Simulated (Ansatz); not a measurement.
Calculated with Ansatz (gas phase, PBE0-D4/def2-TZVP geometries, no zero-point term in ΔE). CCSD(T)/CBS is the MP2 limit (def2-TZVPP, def2-QZVPP) plus CCSD(T) − MP2 in def2-TZVPP, frozen cores. DFT in def2-TZVPP. For Ge outer-core shells are correlated without core-valence functions, which leaves a few kJ/mol of doubt a bond. Scalar relativity is left out up to krypton. Each species was taken in one conformer, which may not be the lowest.

Consider the formal exchange of groups at a Ge–O bond: `[SiH3][O][GeH3]` + `CN1C=C1` → `[GeH3][CH2]N1C=C1` + silanol.

Task: Is it downhill or uphill in electronic energy at CCSD(T)/CBS, and by how much? (An estimate is asked.)

Result: Ansatz gave: Uphill: ΔE = +51.5 kJ/mol.

Task: What do these levels give: PBE-D4, r2SCAN-D4, PBE0-D4, B2PLYP, PBE, r2SCAN, HF/def2-TZVPP, MP2/def2-TZVPP, CCSD(T)/def2-TZVPP, HF/def2-QZVPP, SCS-MP2/def2-QZVPP, HF/CBS(def2)? (An estimate is asked.)

Result: The calculation gave: PBE-D4 46.0, r2SCAN-D4 54.6, PBE0-D4 49.6, B2PLYP 59.4, PBE 47.6, r2SCAN 55.2, HF/def2-TZVPP 79.4, MP2/def2-TZVPP 52.3, CCSD(T)/def2-TZVPP 54.2, HF/def2-QZVPP 81.7, SCS-MP2/def2-QZVPP 58.9, HF/CBS(def2) 82.0 kJ/mol.

Largest T1 diagnostic among the species: 0.012.

From PBE to PBE0 (25 % exact exchange), in def2-TZVPP and without D4, ΔE moves by +3.5 kJ/mol. In def2-TZVPP, CCSD(T) changes the Hartree–Fock value by −25.2 kJ/mol (the triples alone add −2.7 kJ/mol) and MP2 by −27.1 kJ/mol.
